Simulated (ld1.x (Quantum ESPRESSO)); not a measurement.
What one change does to a pseudopotential (Pt (Z = 78), RRKJ)

ld1.x (Quantum ESPRESSO) 7.5 input, shortened:

```
&input
   title='Pt', zed=78., rel=1, dft='PBESOL', iswitch=3,
   config='[Xe] 4f14 5d7 6s0 6p0'
 /
 &inputp
   pseudotype=2, tm=.false., lloc=0,
   nlcc=.false.
 /
3
6P  2  1   0.00   0.00  2.25  2.25  0.0
5D  3  2   7.00   0.00  1.95  1.95  0.0
6S  1  0   0.00   0.00  2.05  2.05  0.0
 &test
   configts(1)='5d7 6s0 6p0'
 /
```

Change: wave 5d (bound): rc 1.95 bohr becomes 5d (bound): rc 1.66 bohr.

Cutoffs: the cutoffs (Ry, on a coarse ladder) from which the occupation-weighted sum of valence levels, in a spherical-Bessel basis at the reference potential, stays within 10 and 1 mRy of its value at 400 Ry; they do not see the model core or the augmentation charge, which bear on the density cutoff. Errors are all-electron minus pseudo energies relative to the spin-unpolarised reference configuration.

Q: Predict the effect on cutoff, ghosts and configuration errors.

A: The potential gets harder (40 Ry and 40 Ry → 40 Ry and 70 Ry); the errors of the 7 common tests hardly move; neither file shows a bound ghost. A smaller radius makes the pseudo-wave follow the all-electron one further in, where it bends more sharply, so more plane waves are needed.

| quantity | base | changed |
| --- | --- | --- |
| cutoff, loose | 40 Ry | 40 Ry |
| cutoff, tight | 40 Ry | 70 Ry |
| bound ghosts | none | none |
| error for 5d9 6s1 6p0, meV [ΔE -61.47 eV] | -108 | -111 |
| error for 5d9 6s0 6p0, meV [ΔE -52.24 eV] | -235 | -243 |
| error for 5d8 6s0 6p0, meV [ΔE -32.25 eV] | -70 | -73 |
| error for 5d10 6s0 6p0, meV [ΔE -61.48 eV] | -390 | -399 |
| error for 5d8 6s2 6p0, meV [ΔE -60.48 eV] | +90 | +91 |
| error for 5d9.5 6s0.5 6p0, meV [ΔE -61.59 eV] | -241 | -247 |
| error for 5d6 6s0 6p0, meV [ΔE 45.68 eV] | -106 | -113 |
| s: phases at 2.46 bohr within 0.05 rad from the reference energy up to (Ry; the scan ends near 5) | 1.1 | 1.1 |
| p: phases at 2.46 bohr within 0.05 rad from the reference energy up to (Ry; the scan ends near 5) | 1.6 | 1.6 |
| d: phases at 2.46 bohr within 0.05 rad from the reference energy up to (Ry; the scan ends near 5) | -0.6 | -0.6 |
